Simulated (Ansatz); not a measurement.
FH3NO2V (`[NH]=[V]([OH])([OH])[F]`). Charge 0, multiplicity 1.

```xyz
8

N     0.991    0.052   -0.861
V    -0.311    0.285    0.045
O    -1.413   -1.068   -0.188
O     0.179    0.367    1.734
F    -1.081    1.773   -0.428
H     1.776    0.033   -1.497
H    -1.241   -1.775   -0.813
H     1.098    0.332    2.009
```

Question: What are the harmonic wavenumbers in cm⁻¹ at PBE0-D4/def2-TZVP (Ansatz, finite differences of forces, unscaled)? (An estimate is asked.)

Answer: The calculation gave: 216, 230, 257, 272, 279, 387, 390, 463, 477, 683, 684, 731, 797, 831, 1107, 3626, 3903, 3907.

Question: Is this a minimum?

Answer: Yes, all 18 modes are real.

Question: Give the ideal-gas thermochemistry at 298.15 K and 1 bar (rigid rotor, harmonic oscillator; point group Cs, symmetry number 1).

Answer: Zero-point energy 115.1 kJ/mol; H(298) − E = 135.7 kJ/mol; entropy 335.3 J/(mol·K), of which translation 168.5, rotation 110.2, vibration 56.7; G(298) − E = 35.7 kJ/mol.

Question: And at 400, 500, 600, 800 and 1000 K?

Answer: 
```tsv
T (K)	H − E (kJ/mol)	S (J/mol/K)	G − E (kJ/mol)
400	147.8	370.1	-0.2
500	160.9	399.2	-38.7
600	174.7	424.4	-79.9
800	203.7	466.1	-169.1
1000	234.1	499.9	-265.9
```
